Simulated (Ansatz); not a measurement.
**Ligand exchange: HOI + SnH(CH3)2(SiH3) → SiH3I + SnH(CH3)2(OH)**

Gas-phase species: HOI (hypoiodous acid) `OI`, singlet; SnH(CH3)2(SiH3), singlet; SiH3I `[SiH3]I`, singlet; SnH(CH3)2(OH), singlet. The partners trade OH for SiH3: I–OH and Sn–SiH3 bonds give way to I–SiH3 and Sn–OH.

Shapes, held fixed at every level: PBE0-D4/def2-TZVP. Flexible molecules stand in one conformer, not always the lowest. Programs: Ansatz 0.2.0. Electronic energies: no zero-point or thermal term.

| level | kind | ΔE (kJ/mol) | less CCSD(T)/def2-TZVPP |
| --- | --- | --- | --- |
| HF/def2-TZVPP | Hartree–Fock | -261.2 | -31.1 |
| r2SCAN-D4/def2-TZVPP | meta-GGA | -229.2 | +0.9 |
| B3LYP-D4/def2-TZVPP | global hybrid | -219.3 | +10.8 |
| PBE0-D4/def2-TZVPP | global hybrid | -222.5 | +7.6 |
| wB97X-V/def2-TZVPP | range-separated hybrid | -230.0 | +0.1 |
| B2PLYP/def2-TZVPP | double hybrid | -231.4 | -1.3 |
| CCSD/def2-TZVPP | coupled cluster or CI | -234.4 | -4.3 |
| CCSD(T)/def2-TZVPP | coupled cluster or CI | -230.1 | 0.0 |

The highest level, CCSD(T)/def2-TZVPP, gives ΔE = -230.1 kJ/mol; the levels span -261.2 to -219.3. The column of differences is taken from that level and isn't an error. No measured value is set beside it here. For atoms past krypton def2 sets carry core potentials with scalar relativity. Outer-core shells of I, Sn are correlated, in sets that cover them unevenly.
